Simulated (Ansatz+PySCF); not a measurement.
doublet ScO: levels of theory in one basis

```
atom   x (Å)   y (Å)    z (Å)
  Sc  0.0000  0.0000  -0.4158
   O  0.0000  0.0000   1.0915
```

Basis set: def2-SVP (spherical functions). Correlated methods keep 6 orbitals frozen. Correlation on ROHF uses semicanonical orbitals with singles. Charge 0, multiplicity 2.

Computed with Ansatz (development build ahead of 0.2.0); each method stands on the lowest determinant of its kind that the runs found. NEVPT2 correlates all electrons. Active spaces start from the frontier orbitals, and the lowest solution found is given.

```
        method  E − E(ROHF) (eV)  <S²> of the determinant
          ROHF              0.00                     0.75
           UHF             -0.01                     0.75
      ROHF-MP2            -11.10                        –
       UHF-MP2            -11.10                     0.75
     ROHF-CCSD            -10.95                        –
  ROHF-CCSD(T)            -11.43                        –
SC-NEVPT2(7,9)            -10.54                        –
```

(1) What does CASSCF(7,9) give on the same scale?

(2) Is a single determinant a sound starting point here?

Results:

(1) -3.75 eV.

(2) By this sign, yes. Unrestricted orbitals gain 0.01 eV and <S²> is 0.75 against 0.75 for a pure state. The CASSCF(7,9) natural occupations are 1.96, 1.96, 1.96, 1.00, 0.04, 0.04, 0.04, 0.00, 0.00.
